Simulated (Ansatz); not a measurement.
An input meant for NbO₂ (charge 0, quartet).

```yaml
crystal:
  periodic: [false, false, false]
  atoms:
    - {symbol: Nb, position_ang: [-0.365583, 0.585934, -0.010422]}
    - {symbol: O, position_ang: [-0.959959, -1.005047, 0.057818]}
    - {symbol: O, position_ang: [1.325542, 0.419103, -0.047396]}
basis:
  gaussian: {orbitals: def2-SVP}
magnetization: {spin_polarized: true, initial_magnetization: 3}
hamiltonian: {xc: {name: HSE06}}
smearing: {width: 0.1}
```

```sh
$ ansatz run in.yaml --threads 4 --pin off --events-out ev --progress --plain --max-ram 3916MiB
```

Shortened log:

```
Error: YAML parse error: error: line 11 column 1: unknown field `smearing`, expected one of crystal, accuracy, basis, kpoints, hamiltonian, magnetization, projection, total_charge, correlation, batch, efield, external_charges, scf, relax, neb, saddle, md, ramp, phonons, dielectric, real_time, elastic, magnetic_configurations, gw, evaluate, workflow, output, checkpoint, execution
 9 | magnetization: {spin_polarized: true, initial_magnetization: 3}
10 | hamiltonian: {xc: {name: HSE06}}
11 | smearing: {width: 0.1}
```

(1) What is wrong with this run?

## Answers

(1) The input holds a key that doesn't belong there. The program refused the input.
